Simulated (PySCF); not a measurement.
C4H12O2P2.
SMILES with atom numbers: `[CH3:1][P@:2](=[O:3])([PH2:4])[CH2:5][CH2:6][CH2:7][OH:8]` (hydrogens: H9, H10, H11 on C1; H12, H13 on P4; H14, H15 on C5; H16, H17 on C6; H18, H19 on C7; H20 on O8)

A GFN2-xTB structure with every atom displaced at random (by about 0.01 Å) was refined with PBE0-D3(BJ)/def2-SVP geometry optimisation, gas phase in PySCF. Values at the start:

```tsv
coordinate	start
C1–P2	1.875 Å
C1–H9	1.064 Å
P2=O3	1.491 Å
P2–P4	2.206 Å
P2–C5	1.852 Å
P4–H12	1.374 Å
C5–C6	1.533 Å
C5–H14	1.091 Å
C5–H15	1.099 Å
C6–C7	1.518 Å
C6–H16	1.104 Å
C6–H17	1.089 Å
C7–O8	1.418 Å
C7–H18	1.113 Å
C7–H19	1.108 Å
O8–H20	0.957 Å
C1–P2–P4	108.0°
C1–P2–C5	102.8°
P2–C5–C6	113.9°
O3–P2–P4	114.0°
O3–P2–C5	111.5°
P4–P2–C5	107.8°
C5–C6–C7	111.8°
C6–C7–O8	112.1°
C1–P2–C5–C6	141°
P2–C5–C6–C7	60°
C5–C6–C7–O8	-61°
```

Task: How do these coordinates change at the PBE0-D3(BJ)/def2-SVP level?

Result: 
```
 coordinate  PBE0-D3(BJ)/def2-SVP (Å or °)  change
      C1–P2                          1.813  -0.062
     P4–H12                          1.428  +0.054
      C1–H9                          1.099  +0.035
     O8–H20                          0.982  +0.025
      P2–C5                          1.828  -0.024
      P2=O3                          1.514  +0.023
      C7–O8                          1.395  -0.023
     C6–H17                          1.103  +0.014
     C5–H14                          1.105  +0.014
      P2–P4                          2.217  +0.011
     C7–H18                          1.103  -0.010
      C6–C7                          1.528  +0.010
      C5–C6                          1.528  -0.005
     C5–H15                          1.103  +0.004
     C7–H19                          1.109  +0.001
     C6–H16                          1.104   0.000
   C5–C6–C7                          115.6    +3.8
   C1–P2–P4                          104.5    -3.5
   P4–P2–C5                          104.4    -3.4
   P2–C5–C6                          116.3    +2.4
   C1–P2–C5                          105.1    +2.3
   O3–P2–P4                          116.3    +2.3
   O3–P2–C5                          113.2    +1.7
   C6–C7–O8                          113.7    +1.6
C1–P2–C5–C6                            169     +28
C5–C6–C7–O8                            -71     -10
P2–C5–C6–C7                             55      -5
```

The energy falls by 44.6 kJ/mol over 20 energy and gradient evaluations, the largest force component goes from 0.0324 to 1.6e-04 Eh/bohr, and the atoms move by 0.511 Å rms after alignment. The bond that changes most is C1–P2 (sp3 carbon bound to phosphorus to phosphoryl phosphorus), which shortens by 0.062 Å. Bonds longer at the end by more than 0.005 Å: 11 of 19; shorter: 4. Among the dihedrals that turn most is O3–P2–P4–H12, from -105° to -49°. Rotational constants go from 1818, 1210, 1027 to 1828, 1073, 963.7 MHz.

The run used 180 basis functions and 149 SCF cycles in all.

Not checked by PBE0-D3(BJ)/def2-SVP frequencies. One conformer, not necessarily the lowest.
